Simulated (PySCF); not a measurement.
Species: C6H8F2.
Bonds: C1–C2, C2–C3 (double), C3–C4, C4–C5, C5–F6, C5–F7, C5–C8, C3–C8. Hydrogens: H9, H10, H11 on C1; H12 on C2; H13, H14 on C4; H15, H16 on C8.

A GFN2-xTB structure was refined with PySCF, PBE0/def2-SV(P) geometry optimisation, gas phase. Its GFN2-xTB values:

```tsv
coordinate	GFN2-xTB
C1–C2	1.492 Å
C1–H9	1.086 Å
C2=C3	1.318 Å
C2–H12	1.082 Å
C3–C4	1.511 Å
C3–C8	1.512 Å
C4–C5	1.532 Å
C4–H13	1.089 Å
C5–F6	1.359 Å
C5–C8	1.532 Å
C8–H15	1.089 Å
C1–C2–C3	124.6°
C3–C4–C5	87.9°
C3–C8–C5	87.9°
C4–C5–F6	115.1°
C4–C5–F7	115.1°
C4–C5–C8	91.3°
F6–C5–F7	105.1°
F7–C5–C8	115.1°
C2–C3–C4–C5	180°
C2–C3–C8–C5	180°
C3–C4–C5–F6	-119°
C4–C5–C8–C3	0°
```

Q: How do these coordinates change at the PBE0/def2-SV(P) level?

A: 
| coordinate | PBE0/def2-SV(P) (Å or °) | change |
| --- | --- | --- |
| C2–H12 | 1.099 | +0.017 |
| C1–H9 | 1.103 | +0.017 |
| C8–H15 | 1.104 | +0.015 |
| C2=C3 | 1.333 | +0.015 |
| C4–H13 | 1.103 | +0.014 |
| C5–F6 | 1.349 | -0.010 |
| C3–C4 | 1.518 | +0.007 |
| C3–C8 | 1.519 | +0.007 |
| C5–C8 | 1.536 | +0.004 |
| C4–C5 | 1.536 | +0.004 |
| C1–C2 | 1.494 | +0.002 |
| F6–C5–F7 | 107.1 | +2.0 |
| F7–C5–C8 | 113.8 | -1.3 |
| C4–C5–F7 | 113.8 | -1.3 |
| C1–C2–C3 | 125.2 | +0.6 |
| C3–C8–C5 | 87.6 | -0.3 |
| C3–C4–C5 | 87.7 | -0.2 |
| C4–C5–C8 | 91.5 | +0.2 |
| C4–C5–F6 | 115.2 | +0.1 |
| C2–C3–C8–C5 | 175 | -5 |
| C2–C3–C4–C5 | -175 | +5 |
| C3–C4–C5–F6 | -123 | -4 |
| C4–C5–C8–C3 | 4 | +4 |

The energy falls by 0.056 eV over 6 energy and gradient evaluations, the largest force component goes from 0.0147 to 4.3e-04 Eh/bohr, and the atoms move by 0.094 Å rms after alignment. Among the bonds, C1–H9, C1–H10, C1–H11 and C2–H12 change most and about equally (+0.017 Å). Bonds longer at the end by more than 0.005 Å: 11 of 16; shorter: 2. Rotational constants go from 4881, 1105, 1091 to 4832, 1102, 1090 MHz.

The run used 128 basis functions and 43 SCF cycles in all.

Stationary, but not proved a minimum.
